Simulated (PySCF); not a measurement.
PySCF 2.14 output of an unrestricted BP86 calculation on a single atom or ion in 6-31G* (5s4p2d1f, 34 functions), with no relativity, point nucleus:

```
SCF conv_tol = 1e-09
number electrons alpha = 11  beta = 10
    A. D. Becke.,  Phys. Rev. A 38, 3098 (1988)
    J. P. Perdew.,  Phys. Rev. B 33, 8822 (1986)
cycle= 1 E= -760.634652320925  delta_E= -0.00442  |g|= 0.0146  |ddm|= 0.346
cycle= 2 E= -760.634999116797  delta_E= -0.000347  |g|= 0.00414  |ddm|= 0.0731
cycle= 3 E= -760.635146440546  delta_E= -0.000147  |g|= 0.00409  |ddm|= 0.0461
cycle= 4 E= -760.635195117455  delta_E= -4.87e-05  |g|= 0.00297  |ddm|= 0.0186
cycle= 5 E= -760.635250774937  delta_E= -5.57e-05  |g|= 0.000771  |ddm|= 0.0619
cycle= 6 E= -760.635254646156  delta_E= -3.87e-06  |g|= 0.000302  |ddm|= 0.016
cycle= 7 E= -760.635255141246  delta_E= -4.95e-07  |g|= 2.59e-05  |ddm|= 0.0035
cycle= 8 E= -760.635255149502  delta_E= -8.26e-09  |g|= 2.35e-06  |ddm|= 0.000567
cycle= 9 E= -760.635255149511  delta_E= -8.87e-12  |g|= 1.34e-07  |ddm|= 1.47e-05
converged SCF energy = -760.635255149511  <S^2> = 0.86333233  2S+1 = 2.1102913
```

The run itself started from symmetry-adapted Hartree-Fock orbitals and held the occupation by maximum overlap, on a logarithmic radial grid, so the iterations belong to that start.

Which element, charge and spin multiplicity is this?

Sc (scandium, neutral), multiplicity 2; the state was [Ar] 3d1 4s2, 2D determinant.

⟨S²⟩ = 0.86 against 0.75 shows spin contamination.
